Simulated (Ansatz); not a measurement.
Consider the silylene formation by 1,1-elimination: `N[SiH2][SiH](N)Cl` → `N[SiH3]` + `N[Si]Cl`.

Computed with Ansatz on PBE0-D4/def2-TZVP structures; ΔE is electronic, products minus reactants. CBS: MP2 limit from def2 TZ/QZ plus the TZ coupled-cluster correction, frozen cores. This one scheme is used for every species. DFT in def2-TZVPP. Each species was taken in one conformer, which may not be the lowest.

| level | ΔE (kJ/mol) | difference from CCSD(T)/CBS |
| --- | --- | --- |
| LDA (SPW92) | 142.5 | 20.8 |
| revPBE-D4 | 123.0 | 1.3 |
| BLYP-D4 | 102.9 | -18.8 |
| r2SCAN-D4 | 133.8 | 12.1 |
| PBE0-D4 | 136.6 | 14.9 |
| BHLYP-D4 | 127.5 | 5.8 |
| CAM-B3LYP-D4 | 119.8 | -1.9 |
| PBE-QIDH | 135.5 | 13.8 |
| revPBE | 98.4 | -23.3 |
| r2SCANh | 132.0 | 10.3 |
| BHLYP | 109.7 | -12.0 |
| CCSD/def2-SVP | 102.6 | -19.1 |
| HF/def2-QZVPP | 101.9 | -19.8 |
| MP2/def2-QZVPP | 128.4 | 6.7 |
| SCS-MP2/def2-QZVPP | 119.0 | -2.7 |
| HF/CBS(def2) | 101.9 | -19.8 |
| CCSD(T)/CBS | 121.7 | 0 |

Largest T1 diagnostic among the species: 0.013.

From BLYP to BHLYP (50 % exact exchange), in def2-TZVPP and without D4, ΔE moves by +31.4 kJ/mol. Leaving LDA and LC-ωPBE aside and taking each functional with its dispersion term where it has one, the values, not all of them listed here, spread over 36.2 kJ/mol, from BLYP-D4 to r2SCAN0-D4. LDA lies +29.8 kJ/mol from PBE without D4.
